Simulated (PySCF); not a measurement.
A GIAO shielding run with PySCF 2.14.0 with density-fitted response routines (density fitting, non-relativistic, gas phase) on `C[Si@@H]1C[C@@H](F)C[C@H]1[SiH3]`, C5H13FSi2:

```
$ OMP_NUM_THREADS=1 python probes_run.py task.json out

{"job": {"kind": "nmr", "xc": "PBE0", "basis": "pcSseg-1"}, "charge": 0, "multiplicity": 1}
C     -1.943930    -1.395388    -1.149470
Si    -0.824409    -0.771392     0.248482
C     -1.374953     0.904382     0.975861
C     -0.351515     1.893314     0.437373
F     -0.290075     3.021944     1.240721
C      1.013484     1.215704     0.375894
C      0.850051    -0.099763    -0.387634
Si     2.368709    -1.230945    -0.233821
H     -2.903154    -1.722984    -0.763452
H     -1.489026    -2.239388    -1.656809
H     -2.130543    -0.624287    -1.891295
H     -0.683957    -1.782894     1.307140
H     -2.386956     1.216316     0.727369
H     -1.298590     0.898290     2.062590
H     -0.640607     2.258760    -0.556540
H      1.748514     1.873296    -0.092021
H      1.340496     1.024499     1.400452
H      0.729131     0.143832    -1.449103
H      3.555431    -0.551957    -0.762681
H      2.118399    -2.448582    -1.008091
H      2.584580    -1.565814     1.174562
```

Hardware: 1 thread of an Arm Neoverse V1, shared host. The job also computes population analyses, field gradients, ring-centre shieldings.

(1) How large is the calculation?

(2) How long does it take, and how much memory does it need?

## Answers

(1) 80 electrons, 215 basis functions and 1160 auxiliary functions.

(2) 47 s of wall time, with 12 SCF cycles and 4 response iterations; peak memory 0.88 GiB. Times on a shared host scatter by some tens of per cent.
